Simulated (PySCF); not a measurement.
Zr(Cl)2(OH)(NH2) (Cl2H3NOZr), SMILES [Zr]([Cl])([OH])([Cl])[NH2], multiplicity 1.

Geometry optimised at B3LYP-D3(BJ)/def2-SVP. The multiplicity is an assumed one; no other spin state was optimised. The structure was generated by enumeration; whether it is a known compound was not checked. The def2 effective core potentials stand for the cores of Zr; spin–orbit coupling is left out. Other conformers were not sampled.

Calculation: r2SCAN/def2-TZVP (PySCF).

Symmetry labels are those of the subgroup Cs that the program uses (full group Cs).

Computed valence orbital energies around the gap with their symmetry:
```csv
orbital,symmetry,energy (eV)
HOMO−7,A',-9.22
HOMO−6,A',-8.95
HOMO−5,A",-8.81
HOMO−4,A',-8.35
HOMO−3,A",-8.15
HOMO−2,A',-8.11
HOMO−1,A",-7.84
HOMO,A",-6.91
LUMO,A',-2.14
LUMO+1,A",-1.61
LUMO+2,A',-1.31
LUMO+3,A",-0.93
```
